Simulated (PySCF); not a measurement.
PySCF input file for C4H5NSi, SMILES C1[SiH2]C(=C1)C#N, PBE0/pcSseg-1. Coordinates come from a B3LYP-D3(BJ)/def2-SVP optimisation. The structure was generated by enumeration, and PubChem lists no compound with its InChIKey, so it may never have been made.

```python
import numpy as np
from pyscf import gto, scf, dft
from pyscf.prop.nmr import rks as nmr

mol = gto.M(
    atom='''
    N    -0.15115015   -3.01878801   -0.00000000
    C    -0.00202442   -1.86553752   -0.00000000
    C     0.12381868   -0.45323660   -0.00000000
    C     1.25360450    0.30351128   -0.00000000
    C     0.84410868    1.76599453   -0.00000000
    Si   -0.95375244    1.09748727    0.00000000
    H     2.28698205   -0.06930125   -0.00000000
    H     1.17869162    2.32258697   -0.89145002
    H     1.17869162    2.32258697    0.89145002
    H    -1.77541236    1.34321579   -1.21747119
    H    -1.77541235    1.34321578    1.21747119
    ''',
    basis='pcSseg-1',
    charge=0,
    spin=0,
    max_memory=1600,
    verbose=3,
)
mf = dft.RKS(mol, xc='pbe0')
mf.grids.level = 3
mf.conv_tol = 1e-10
mf.max_cycle = 100
mf.kernel()
n = nmr.NMR(mf)
n.verbose = 2
n.max_cycle_cphf = 60
sigma = n.kernel()
print('atom   isotropic/ppm   span/ppm')
for i, s in enumerate(sigma):
    w = np.linalg.eigvalsh((s + s.T) / 2)
    print(f'{mol.atom_symbol(i):2s}{i + 1:3d} {w.mean():14.3f} {w[2] - w[0]:11.3f}')
```

Output:

```
converged SCF energy = -499.21155892162
atom   isotropic/ppm   span/ppm
N   1        -62.241     414.778
C   2         64.469     350.403
C   3         57.633     203.328
C   4          5.547     259.979
C   5        166.670      39.255
Si  6        373.240      92.511
H   7         23.716       4.057
H   8         29.315       9.193
H   9         29.315       9.193
H  10         26.040       6.677
H  11         26.040       6.677
```

Self-consistency was reached.

Cost: about 30 core-seconds (a rough figure).
